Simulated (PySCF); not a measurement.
SbH2Br, SMILES [Br][SbH2].

The structure is a stationary point at PBE0-D3(BJ)/def2-TZVP. The def2 effective core potentials stand for the cores of Sb; spin–orbit coupling is left out.

Computed with PySCF with TDDFT-PBE0/def2-SVPD.

Vertical excitations. Isolated molecule, no solvent. State labels are in the subgroup Cs.

```
state  symmetry  energy (eV)  λ (nm)      f                            main pairs
-----  --------  -----------  ------  -----  ------------------------------------
S1           A'         4.30     288  0.031                        HOMO→LUMO 97 %
S2           A"         4.82     257  0.005                      HOMO−1→LUMO 99 %
S3           A'         5.74     216  0.060                      HOMO−2→LUMO 92 %
S4           A"         6.03     206  0.045                      HOMO→LUMO+1 95 %
S5           A'         6.19     200  0.045                      HOMO→LUMO+2 94 %
S6           A'         6.60     188  0.011                    HOMO−1→LUMO+1 89 %
S7           A"         6.90     180  0.000  HOMO−1→LUMO+2 53 %, HOMO−4→LUMO 41 %
S8           A"         6.94     179  0.000  HOMO−4→LUMO 55 %, HOMO−1→LUMO+2 44 %
S9           A"         7.29     170  0.044                    HOMO−2→LUMO+1 92 %
S10          A'         7.55     164  0.207  HOMO−2→LUMO+2 53 %, HOMO−3→LUMO 36 %
T1           A'         3.56     348      0                        HOMO→LUMO 97 %
T2           A"         4.41     281      0                      HOMO−1→LUMO 99 %
T3           A"         4.93     251      0                      HOMO→LUMO+1 89 %
T4           A'         4.94     251      0                      HOMO−2→LUMO 95 %
```
Triplets are in the Tamm–Dancoff approximation, which puts them higher than full response would, so one can lie above its singlet here.
